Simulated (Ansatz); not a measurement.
Gas-phase electronic energies from Ansatz, PBE0-D4/def2-TZVP geometries. CCSD(T)/CBS adds triple-zeta CCSD(T) − MP2 to the extrapolated MP2 energy (def2 sets, frozen cores). Functionals use def2-TZVPP. B3LYP here is the variant with VWN-RPA as its local correlation; programs differ in this. For Br outer-core shells are correlated without core-valence functions, which leaves a few kJ/mol of doubt a bond. Scalar relativity is left out up to krypton. Each species was taken in one conformer, which may not be the lowest.

`CO[Si](O)(Cl)Cl` + `[SiH3]C[SiH2]Br` → `CO[Si](O)([SiH3])Cl` + `ClC[SiH2]Br`  (redistribution)

(1) Is it downhill or uphill in electronic energy at CCSD(T)/CBS, and by how much? (An estimate is asked.)

(2) What do these levels give: B3LYP-D4, B2PLYP, HF/def2-TZVPP, MP2/def2-TZVPP, MP2/def2-QZVPP, HF/CBS(def2)? (Estimate.)

Largest T1 diagnostic among the species: 0.012.

Answers

(1) Computed: Uphill: ΔE = +191.3 kJ/mol.

(2) Ansatz gave: B3LYP-D4 181.7, B2PLYP 189.9, HF/def2-TZVPP 200.2, MP2/def2-TZVPP 203.7, MP2/def2-QZVPP 203.9, HF/CBS(def2) 201.0 kJ/mol.

From PBE to PBE0 (25 % exact exchange), in def2-TZVPP and without D4, ΔE moves by +11.5 kJ/mol.
